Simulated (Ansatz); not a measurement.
Total energies of C$_{2}$H$_{4}$BNO, SMILES `N=C1BCO1`.

```xyz
9

N    -1.206   -1.687   -0.583
C    -0.469   -0.714   -0.277
B    -0.284    0.531    0.685
C     1.038    0.736   -0.132
O     0.713   -0.446   -0.932
H    -2.023   -1.700    0.022
H    -0.866    1.048    1.582
H     1.986    0.603    0.397
H     1.111    1.628   -0.762
```

Total charge 0; spin multiplicity 1. The geometry is a stationary point of PBE0-D4/def2-TZVP. It is one conformer, not always the lowest. Basis def2-TZVPP, Ansatz 0.2.0.

RPA on PBE orbitals: Hartree–Fock energy of these orbitals -232.02463 Eh, correlation -1.35148 Eh (frozen core).

| functional | energy without D4 (Eh) | D4 term (kJ/mol) |
| --- | --- | --- |
| HSE06 (plane-wave form) | -233.18020 | -11.5 |
| ωB97M-V | -233.38251 | – |

Question: Give the same for LDA (SPW92), PBE, revPBE, BLYP, r2SCAN, B97M-V, PBE0, B3LYP, r2SCANh, r2SCAN0, BHLYP, CAM-B3LYP, LC-ωPBE, ωB97X-V, B2PLYP, PBE-QIDH. (An estimate is asked.)

Answer: Ansatz gave: 
```json
{"functional": "LDA (SPW92)", "energy without D4 (Eh)": "-231.48503", "D4 term (kJ/mol)": "–"}
{"functional": "PBE", "energy without D4 (Eh)": "-233.18344", "D4 term (kJ/mol)": "-15.1"}
{"functional": "revPBE", "energy without D4 (Eh)": "-233.40175", "D4 term (kJ/mol)": "-52.9"}
{"functional": "BLYP", "energy without D4 (Eh)": "-233.39848", "D4 term (kJ/mol)": "-34.4"}
{"functional": "r2SCAN", "energy without D4 (Eh)": "-233.33433", "D4 term (kJ/mol)": "-3.7"}
{"functional": "B97M-V", "energy without D4 (Eh)": "-233.44765", "D4 term (kJ/mol)": "–"}
{"functional": "PBE0", "energy without D4 (Eh)": "-233.19234", "D4 term (kJ/mol)": "-12.5"}
{"functional": "B3LYP", "energy without D4 (Eh)": "-233.47285", "D4 term (kJ/mol)": "-24.3"}
{"functional": "r2SCANh", "energy without D4 (Eh)": "-233.32062", "D4 term (kJ/mol)": "-3.8"}
{"functional": "r2SCAN0", "energy without D4 (Eh)": "-233.30130", "D4 term (kJ/mol)": "-4.2"}
{"functional": "BHLYP", "energy without D4 (Eh)": "-233.33254", "D4 term (kJ/mol)": "-16.9"}
{"functional": "CAM-B3LYP", "energy without D4 (Eh)": "-233.35680", "D4 term (kJ/mol)": "-12.5"}
{"functional": "LC-ωPBE", "energy without D4 (Eh)": "-233.30597", "D4 term (kJ/mol)": "–"}
{"functional": "ωB97X-V", "energy without D4 (Eh)": "-233.39498", "D4 term (kJ/mol)": "–"}
{"functional": "B2PLYP", "energy without D4 (Eh)": "-233.27959", "D4 term (kJ/mol)": "–"}
{"functional": "PBE-QIDH", "energy without D4 (Eh)": "-233.15109", "D4 term (kJ/mol)": "–"}
```

B3LYP takes the VWN-RPA correlation (the form of Gaussian; ORCA's B3LYP/G). HSE06 is the plane-wave form, built on full-range PBE exchange. The double hybrids freeze the cores in their second-order part.

LC-ωPBE has ω = 0.4 bohr⁻¹.
